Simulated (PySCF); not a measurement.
Compound: C₈H₁₀ (charge +1 and doublet state).
Structure used (GFN2-xTB), in Å, numbered top down from 1:
```
atom  x, y, z in Å
C1    -1.301   -1.768    1.714
C2    -0.801   -1.123    0.828
C3    -0.206   -0.352   -0.257
C4    -0.755   -0.828   -1.605
C5     1.293   -0.386   -0.281
C6     2.096    0.667   -0.269
C7    -0.774    0.968    0.229
C8    -0.181    1.766    1.116
H9    -1.697   -2.397    2.461
H10   -0.454   -0.135   -2.388
H11   -1.840   -0.896   -1.576
H12   -0.364   -1.812   -1.853
H13    1.701   -1.385   -0.382
H14    1.719    1.680   -0.346
H15    3.168    0.571   -0.220
H16   -1.740    1.212   -0.195
H17   -0.535    2.771    1.293
H18    0.661    1.452    1.718
```

The hyperfine couplings belong to this conformer and change with its torsions.

As a line formula: `C(=C)C(C=C)(C)[C]=[CH+]` [radical] (charge +1).

Method: PySCF, UKS B3LYP, pcH-1 on C H, non-relativistic, mean-field spin-orbit, GIAO. One conformer (not necessarily the lowest) at the GFN2-xTB geometry, without solvent, vibrations or thermal averaging. A GFN2-xTB geometry isn't a minimum of the functional, and hyperfine couplings can be far from their values at a DFT geometry, by a factor of two or more for some ions and for spin on atoms past the first row. The frame is twisted about the C7–C8 bond at this geometry (dihedral H16–C7–C8–H17 = -13°); couplings at other torsion angles weren't computed. The SCF solution wasn't tested for stability.

Question: Match the computed a_iso(1H) values -21.5, +12.1, +9.3, +5.7, +1.2 MHz (means over equivalent nuclei) with the sites H9; H10/H11/H12; H13/H16; H14/H18; H15/H17.

Answer: 
| site | a_iso (MHz) | ρ(0) (bohr⁻³) | position | distance from C8 (Å) | bound to | spin population there | largest \|T\| (MHz) |
| --- | --- | --- | --- | --- | --- | --- | --- |
| H9 | -21.5 | -0.0048 | 1 bond from C1 | 4.63 | C1 | +0.26 | 13.6 |
| H10/H11/H12 | +1.2 | +0.0003 | 4 bonds from C8 | 4.26 | C4 | 0.00 | 2.3 |
| H13/H16 | +9.3 | +0.0021 | 4 bonds from C1 | 3.04 | C5/C7 | +0.13 | 9.4 |
| H14/H18 | +12.1 | +0.0027 | 5 bonds from C8 | 1.74 | C6/C8 | +0.21 | 13.7 |
| H15/H17 | +5.7 | +0.0013 | 5 bonds from C8 | 2.44 | C6/C8 | +0.21 | 13.2 |

ρ(0) is the spin density at the nucleus and T the dipolar tensor; entries for several nuclei are means. Largest spin populations (Mulliken): C8 (+0.35), C1 (+0.26), C7 (+0.18) and C6 (+0.08). Three atoms exceed +0.15. Main spin sites, with 60 % or more of the largest population: C1, C8; positions count bonds from the nearest.

The spin density at the nucleus, in bohr⁻³, is negative for H9 (-0.0048) and C3 (-0.0015), for instance. A restricted open-shell determinant has no negative spin density anywhere; here it arises because α and β orbitals differ (spin polarisation).

Class means assume fast exchange of nuclei equivalent by connectivity; if that motion is slow, each nucleus keeps its own coupling. The three 1H nuclei of mean +1.2 MHz run from -1.6 to 5.4 MHz in the frozen geometry. The 1H value of +12.1 MHz is a mean of couplings from 2.9 to 21.3 MHz in this one geometry, not an average over conformers. The 13C value of +5.1 MHz is a mean of couplings from -3.1 to 13.4 MHz in this one geometry, not an average over conformers.

C2, the radical centre as drawn in `[CH+]=[C]C(C)(C=C)C=C`, holds a spin population of +0.06 out of 1.

On an Arm Neoverse V2 with one thread, no GPU, shared host with 96 logical CPUs at a one-minute load of 43, this took 86 s of wall time (grids of density and orbitals included) and 1.1 GiB of memory at its peak.
